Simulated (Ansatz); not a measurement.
Consider the redistribution: `B[SiH2][SiH2]O` + `[CH3][GeH]([NH2])[SH]` → `[BH2][GeH]([CH3])[NH2]` + `O[SiH2][SiH2]S`.

Gas-phase electronic energies from Ansatz, PBE0-D4/def2-TZVP geometries. CCSD(T)/CBS is the MP2 limit (def2-TZVPP, def2-QZVPP) plus CCSD(T) − MP2 in def2-TZVPP, frozen cores. DFT in def2-TZVPP. B3LYP here is the variant with VWN-RPA as its local correlation; programs differ in this. For Ge outer-core shells are correlated without core-valence functions, which leaves a few kJ/mol of doubt a bond. Scalar relativity is left out up to krypton. One conformer a species, not always the lowest.

| level | ΔE (kcal/mol) | difference from CCSD(T)/CBS |
| --- | --- | --- |
| PBE-D4 | 1.7 | 1.6 |
| ωB97X-V | 0.7 | 0.6 |
| B2PLYP | 1.0 | 0.9 |
| PBE0 | 1.6 | 1.5 |
| B3LYP | 1.4 | 1.3 |
| SCS-MP2/def2-TZVPP | 0.4 | 0.3 |
| CCSD/def2-TZVPP | 0.9 | 0.8 |
| MP2/def2-QZVPP | -0.1 | -0.2 |
| HF/CBS(def2) | 1.4 | 1.3 |
| CCSD/CBS(def2) | 0.0 | -0.1 |
| CCSD(T)/CBS | 0.1 | 0 |

Largest T1 diagnostic among the species: 0.014.
